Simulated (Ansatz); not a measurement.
# From C to Sn: the vertical ionisation energy

One atom is swapped for its congeners: CH5N `CN`; GeH3(NH2); SnH3(NH2). The Si member is missing. All are singlets with charge 0.

Shapes, held fixed at every level: PBE0-D4/def2-TZVP. Programs: Ansatz 0.2.0. Values in eV.

```
               level  CH5N  GeH3(NH2)  SnH3(NH2)
   PBE-D4/def2-TZVPP  9.47       9.57       9.34
r2SCAN-D4/def2-TZVPP  9.40       9.57       9.33
  wB97M-V/def2-TZVPP  9.63       9.84       9.59
  wB97X-V/def2-TZVPP  9.63       9.86       9.60
      MP2/def2-TZVPP  9.80      10.05       9.77
     CCSD/def2-TZVPP  9.58       9.76       9.47
  CCSD(T)/def2-TZVPP  9.64       9.83       9.55
```

At CCSD(T)/def2-TZVPP the vertical ionisation energy isn't monotonic: it is largest for Ge and smallest for Sn (9.83 and 9.55 eV). Every level shows the same order. For atoms past krypton def2 sets carry core potentials with scalar relativity. Relativity is left out for Ge unless named. Correlated rows may include outer-core shells of Ge, Sn, which these sets cover unevenly.
